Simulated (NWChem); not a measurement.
Species: B2F3 cation

```xyz
5

F      0.0000     0.0000    -2.2953
B      0.0000     0.0000    -1.0747
B      0.0000     0.0000     0.6957
F      0.0000     1.1550     1.2529
F      0.0000    -1.1550     1.2529
```
Atoms are numbered in this order, from 1.

Computed with NWChem. Medium grid unless said otherwise, to which SCAN and Minnesota functionals are sensitive. Structure relaxed at the PBE0/def2-SVP level. Hybrids' shares of exact exchange are those that their runs print; pure functionals count as 0. The functionals differ in more than this share.

| row | share of exact exchange | highest occupied level (eV) |
|---|---|---|
| PBE/def2-SVP | 0.00 | -16.17 |
| MN15-L/def2-SVP | 0.00 | -16.92 |
| B3LYP/def2-SVP | 0.20 | -17.74 |
| B97-2/def2-SVP | 0.21 | -17.78 |
| PBE0/def2-SVP | 0.25 | withheld |
| PW6B95/def2-SVP | 0.28 | -18.26 |

Question: Fit a straight line of the last column on the one before it, predict the withheld value, and compare with the run.

Answer: 
1. Means of the 5 shown rows: x = 0.138, y = -17.374. Slope Σ(x − x̄)(y − ȳ)/Σ(x − x̄)² = -0.4065/0.06728 = -6.043; intercept -16.540.
2. The shown rows scatter about the line by 0.238 (root mean square); the largest residual is -0.38, at MN15-L/def2-SVP.
3. At x = 0.25 (PBE0/def2-SVP; inside the shown range) the line gives -18.05.
4. The run gives -18.07, -0.02 from the line, 0.1 times the scatter.
